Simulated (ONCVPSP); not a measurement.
What the settings do to the ONCV potential of Rh (Z = 45)

Base potential:

Rh, optimised norm-conserving Vanderbilt (ONCV), made with ONCVPSP 4.0.1 (LDA (Perdew-Wang 92), fully relativistic). Core [Kr], reference 4d8 5s0.5 5p0.5. Waves: 5s: rc 2.85 bohr, ncon 5, nbas 9, qcut 2.8 1/bohr, 2 projectors, debl 2.1 Ha; 5p: rc 3.25 bohr, ncon 3, nbas 6, qcut 2.1 1/bohr, 1 projector; 4d: rc 2.20 bohr, ncon 3, nbas 8, qcut 5.8 1/bohr, 3 projectors, debl 3.5 Ha. Local part: polynomial inside 2.10 bohr (lpopt 3, dvloc0 1 Ha). Core correction: Teter function fitted to the true core (icmod 2), fcfact 0.2.

Open shells are filled in proportion to 2j + 1.

All-electron outer shells of the reference configuration (LDA (PZ), scalar-relativistic, ld1.x):

```csv
shell,level (eV),outermost node (bohr),outermost maximum (bohr)
4s,-83.45,0.47,0.88
4p,-51.44,0.47,0.94
4d,-7.02,0.46,1.15
5s,-5.22,1.19,2.60
5p,-1.49,1.35,3.69
```

Cutoffs, loose and tight: the cutoffs (Ha) at which the residual kinetic energy of the hardest occupied pseudo-wave falls to 1 and 0.1 mHa per electron. They do not see the model core or the augmentation charge, which bear on the density cutoff. Test errors are all-electron minus pseudo excitation energies from the reference, over the configurations 4d8 5s1 5p0; 4d8 5s0 5p0; 4d7 5s0 5p0; 4d8 5s0.5 5p0. A dash means not determined; rows that change the core or the reference have their own tests. The largest error is taken over the tests solved by every variant that gives reliable tests at all: 4d8 5s0 5p0; 4d8 5s0.5 5p0; 4d8 5s1 5p0.

For the base: The cutoffs count occupied waves only; projector 3 of the d channel, the hardest unoccupied one, needs 54 Ha at the loose tolerance.

A true bound ghost makes a file unfit for plane-wave use even where its test errors are small: the radial tests pick states by their node count and pass the ghost by.

```csv
change,outcome,"cutoff, loose","cutoff, tight",bound ghosts,GHOST(+) flags above zero,largest test error (meV)
base,generated,14 Ha,17 Ha,none,s,-1.8
"local potential polynomial inside 2.10 bohr (lpopt 3, dvloc0 -2 Ha)",generated,14 Ha,17 Ha,none,"s, p3/2, p1/2",-1.7
"local potential polynomial inside 2.10 bohr (lpopt 3, dvloc0 -1 Ha)",generated,14 Ha,17 Ha,none,s,-1.8
"local potential polynomial inside 2.10 bohr (lpopt 3, dvloc0 3 Ha)",generated,14 Ha,17 Ha,none,none,-1.8
"local potential polynomial inside 2.10 bohr (lpopt 3, dvloc0 4.5 Ha)",generated,14 Ha,17 Ha,none,none,-1.8
"local potential polynomial inside 2.10 bohr (lpopt 3, dvloc0 8 Ha)",generated,14 Ha,17 Ha,"p3/2, p1/2",none,-1.8
"local potential polynomial inside 2.10 bohr (lpopt 3, dvloc0 9.5 Ha)",generated,14 Ha,17 Ha,"p3/2, p1/2",p1/2,-1.8
```

**Question.** What comes out with this change to the base: local potential polynomial inside 2.10 bohr (lpopt 3, dvloc0 5.5 Ha)?

**Answer.** outcome: generated; cutoff, loose: 14 Ha; cutoff, tight: 17 Ha; bound ghosts: s; GHOST(+) flags above zero: p3/2, p1/2; largest test error (meV): -1.9.

Reading the sweep of the dvloc0 (base included, trends over the rows without a ghost): The loose cutoff stays near 14 Ha. Bound ghosts are found at 5.5, 8, 9.5 Ha.
